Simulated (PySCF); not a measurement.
**ORD: `[SiH3]C[Si@@H]1[C@H](C)O[SiH2]1`, C₃H₁₂OSi₃**

Cartesian coordinates in Å; atom numbers follow the order of the lines, from 1:
```xyz
19

C    -1.3854    0.9449   -1.3087
C    -1.6721   -0.2177   -0.3763
O    -2.1191    0.2811    0.9027
Si   -1.0842   -0.2296    2.0773
Si   -0.1649   -1.2923    0.2292
C     1.5158   -0.8756   -0.5710
Si    2.4471    0.6504    0.0785
H    -2.2707    1.5684   -1.4267
H    -0.5861    1.5616   -0.9041
H    -1.0860    0.5712   -2.2855
H    -2.5012   -0.8062   -0.7865
H    -1.8491   -0.9670    3.0846
H    -0.4290    0.9253    2.6991
H    -0.4692   -2.7089   -0.0732
H     1.3827   -0.7761   -1.6486
H     2.1530   -1.7483   -0.4285
H     3.7547    0.7309   -0.5830
H     1.7081    1.8807   -0.2105
H     2.6460    0.5166    1.5239
```

Computed with PySCF 2.14.0, TDDFT B3LYP/def2-SVPD circular dichroism and optical rotation, one conformer, gas phase. Geometry: GFN2-xTB.

The molecule is flexible and this is one conformer; a measurement averages over conformers.

Stereocentres: C2 R, Si5 S.

(1) Give the optical rotatory dispersion at 633, 589.3, 546, 436, 405, 365, 355 nm.

(2) And for the mirror image at 589.3 nm?

(3) What is the molar rotation [Φ] = [α]·M/100 of the geometry above at 589.3 nm?

Results:

(1) [α] in deg dm⁻¹ (g/mL)⁻¹:
| λ (nm) | origin-invariant length gauge | modified velocity gauge | length gauge (centre of mass) | isotropic polarisability (au) |
| --- | --- | --- | --- | --- |
| 633 | +315.7 | +331.8 | +317.6 | 123.3 |
| 589.3 | +374.4 | +393.4 | +376.6 | 123.9 |
| 546 | +451.4 | +474.2 | +454.0 | 124.6 |
| 436 | +817.5 | +857.8 | +822.1 | 127.8 |
| 405 | +1012.6 | +1061.9 | +1018.2 | 129.3 |
| 365 | +1401.9 | +1468.8 | +1409.5 | 132.0 |
| 355 | +1538.1 | +1611.0 | +1546.3 | 132.8 |

(2) -374.4 deg dm⁻¹ (g/mL)⁻¹ (origin-invariant length gauge): the same size and the opposite sign.

(3) With M = 148.38 g/mol, +555.5 deg cm² dmol⁻¹ (origin-invariant length gauge).

The first excitation lies at 5.85 eV (212 nm) with R = +25.0 × 10⁻⁴⁰ esu² cm² (velocity form).
